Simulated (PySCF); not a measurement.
# Levels of F⁶⁺ from EOM-EA-GCCSD

Reference: closed-shell F⁷⁺, 1s2; one electron is added. Calculated with PySCF 2.14, two-component X2C-1e with screened spin-orbit coupling, an even-tempered Gaussian basis (17 s from 0.27 bohr⁻², ratio 2.6; 10 p from 0.35 bohr⁻², ratio 2.6; 7 d from 0.36 bohr⁻², ratio 2.8; 3 f from 20 bohr⁻², ratio 2.8); frozen nothing; the 30 highest virtual spinors dropped; of the others 52 kept and the rest restored at second order. No Breit or QED terms. Binding energies in eV.

```json
{"level": "2s1/2", "Koopmans": "185.05", "second order": "185.18", "EOM-CCSD": "185.19"}
{"level": "2p1/2", "Koopmans": "171.02", "second order": "171.27", "EOM-CCSD": "171.28"}
{"level": "2p3/2", "Koopmans": "170.87", "second order": "171.12", "EOM-CCSD": "171.13"}
{"level": "3d3/2", "Koopmans": "74.075", "second order": "74.086", "EOM-CCSD": "74.086"}
{"level": "3d5/2", "Koopmans": "74.062", "second order": "74.073", "EOM-CCSD": "74.074"}
```

Electric-dipole lines between these computed levels:

| lower | upper | ΔE (eV) | vacuum wavelength (nm) |
| --- | --- | --- | --- |
| 2s1/2 | 2p1/2 | 13.911 | 89.13 |
| 2s1/2 | 2p3/2 | 14.059 | 88.19 |
| 2p1/2 | 3d3/2 | 97.192 | 12.76 |
| 2p3/2 | 3d3/2 | 97.044 | 12.78 |
| 2p3/2 | 3d5/2 | 97.056 | 12.77 |

For comparison, the ionisation energy of F⁶⁺ is 185.19 eV (measured; NIST Atomic Spectra Database, ionization energies).

Only part of the computed levels is shown.

The screened spin-orbit operator tends to give fine-structure splittings of light species too large.

The highest levels are limited by the diffuse functions of the basis.
